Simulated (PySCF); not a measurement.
Ge(Br)(OH) (BrGeHO), SMILES [Ge]([OH])[Br] (connectivity only; charge and spin as stated), neutral, multiplicity 1. The structure is a stationary point at B3LYP-D3(BJ)/def2-TZVP. The values are those of a single conformer.

TDDFT-LC-ωPBE/def2-SVPD (PySCF) puts the lowest singlet excitations at 4.10, 5.27, 5.56, 6.56, 6.86, 7.01 eV.

What are the lowest excitation roots from PySCF with ADC(2)/aug-cc-pVDZ? (The exact figures need the calculation; the answer reports its results.)

3.98, 4.89, 4.99, 5.97, 6.10, 6.63 eV. S1 differs by -0.12 eV (second minus first; roots are paired by order, and the bases may differ).
